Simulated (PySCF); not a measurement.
# What a mistake does to a calculation on CH4NOSi anion

Calculated results; nothing here was measured. They come from PySCF 2.14.0, an open-source quantum chemistry program, on an isolated molecule that a program drew, which may never have been made. The molecule is CH4NOSi anion (charge -1, singlet), drawn as the SMILES string `C=[Si](N)[O-]`.

Each row is a Hartree-Fock (HF) and frozen-core CCSD(T) single point in the aug-cc-pV(D+d)Z basis, meant for a local HF minimum. Run 1 is clean. Each other run has one planted mistake out of seven kinds, and not every kind appears here: one electron removed, one electron added, multiplicity raised by two, geometry at a saddle point, minimal basis STO-3G, one bond length entered in bohr, all coordinates scaled. The reference is restricted for singlets and unrestricted otherwise, and also for a bond in bohr. Adding or removing an electron swaps singlet and doublet. Electrons count all cores. HOMO and LUMO are orbital energies over both spins, the gradient is its largest component, and the lowest frequency (negative if imaginary) is given only where the gradient is small. Bond lengths are over the 7 bonds as drawn. T1 is the CCSD diagnostic: over 0.02 (restricted) or 0.045 (unrestricted) a single reference is doubtful.

Geometry of the clean run:
```xyz
8
CH4NOSi anion, angstrom
C    -1.3161    1.6995   -2.5559
Si   -0.1154    1.8965   -1.3250
N    -0.6229    1.3151    0.2310
O     1.3034    2.4887   -1.3195
H    -2.2856    1.2558   -2.3500
H    -1.1600    2.0318   -3.5755
H     0.0702    1.1818    0.9359
H    -1.4038    0.7031    0.3345
```

| run | electrons | basis functions | <S^2> | HOMO (eV) | LUMO (eV) | gradient (hartree/bohr) | lowest frequency (cm^-1) | mean bond (Å) | longest bond (Å) | T1 | HF (hartree) | CCSD(T) (hartree) | mistake |
|---|---|---|---|---|---|---|---|---|---|---|---|---|---|
| 1 | 40 | 137 | 0.000 | -2.61 | 3.77 | 1.1e-05 | 250 | 1.3100 | 1.737 | 0.0162 | -458.51093 | -459.20099 | no fault |
| 2 | 39 | 137 | 0.761 | -10.82 | -0.01 | 8.3e-02 | - | 1.3100 | 1.737 | 0.0208 | -458.47450 | -459.12163 | one electron removed |
| 3 | 40 | 137 | 0.000 | -2.57 | 3.75 | 5.7e-05 | -176 | 1.3086 | 1.731 | 0.0162 | -458.51083 | -459.20050 | geometry at a saddle point |
| 4 | 40 | 28 | 0.000 | 2.95 | 16.54 | 4.1e-02 | - | 1.3100 | 1.737 | 0.0217 | -452.64070 | -452.86764 | minimal basis STO-3G |
| 5 | 40 | 137 | 0.000 | -2.48 | 3.83 | 2.1e-01 | - | 1.1894 | 1.577 | 0.0140 | -458.40858 | -459.07221 | ? |

**Which mistake was planted in run 5, and what did it cost?**

The mean and the longest bond both change by the same factor, 0.908, and the gradient is no longer small. So the mistake is: all coordinates scaled. Subtracting run 1 and multiplying by 627.51 kcal/mol a hartree, the energy moved by 64.2 kcal/mol in HF and 80.8 kcal/mol in CCSD(T).

Cautions from the logs. Run 4: T1 is over the limit, so its CCSD(T) energy is less reliable and the HOMO is above zero, so the electron isn't bound and the energy depends on the basis.
